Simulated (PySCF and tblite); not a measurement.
The numbers below are computed, except where a source is named.
3 regioisomers of C₄H₅FSi:

```csv
isomer,SMILES
A,[F:1][C:2]1=[CH:3][SiH2:4][CH:5]=[CH:6]1
B,[F:1][C:2]1=[CH:3][CH:4]=[CH:5][SiH2:6]1
C,[F:1][SiH:2]1[CH:3]=[CH:4][CH:5]=[CH:6]1
```

Each isomer is a Boltzmann average at 298.15 K over at most 6 conformers: GFN2-xTB geometries, energies B3LYP/pcSseg-1 (IEF-PCM, tetrahydrofuran) (D3(BJ) added where defined), GFN2-xTB thermal terms. Programs: PySCF with density fitting and tblite.

(1) Rank the isomers by free energy at 298.15 K.

Answers

(1) 
| isomer | ΔG (kcal/mol) | ΔE, lowest conformer | conformers | largest weight % | rms dipole (D) |
| --- | --- | --- | --- | --- | --- |
| C | 0.0 | 0.0 | 1 | 100 | 2.21 |
| A | 39.2 | 41.0 | 1 | 100 | 1.98 |
| B | 45.4 | 47.2 | 1 | 100 | 1.75 |
